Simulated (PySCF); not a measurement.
Electronic structure of Al³⁺ (aluminium, charge +3) at the wB97X level

Configuration: [Ne], closed-shell 1S. Calculation: PySCF 2.14, in ANO-RCC-VTZP; scalar relativity by spin-free X2C-1e.

```
Total energy                        : -240.8669 hartree
One-electron energy                 : -321.8741 hartree
Hartree (Coulomb) energy            : 98.9340 hartree
Exchange-correlation energy         : -17.9267 hartree
⟨S²⟩                                : 0.0000
⟨L²⟩                                : 0.000
Sum of ⟨r⟩                          : 5.053 bohr
Sum of ⟨r²⟩                         : 3.641 bohr²
Langevin diamagnetic susceptibility : -2.88 ×10⁻⁶ cm³/mol
```

```csv
shell,electrons,mean orbital energy (hartree),"rms radius, mean of both spins (bohr)"
1s,2,-57.47320,0.139
2s,2,-5.53342,0.679
2p,6,-4.06438,0.668
```

Densities and radii are taken from the X2C orbitals without a picture-change correction, which distorts them close to the nucleus.
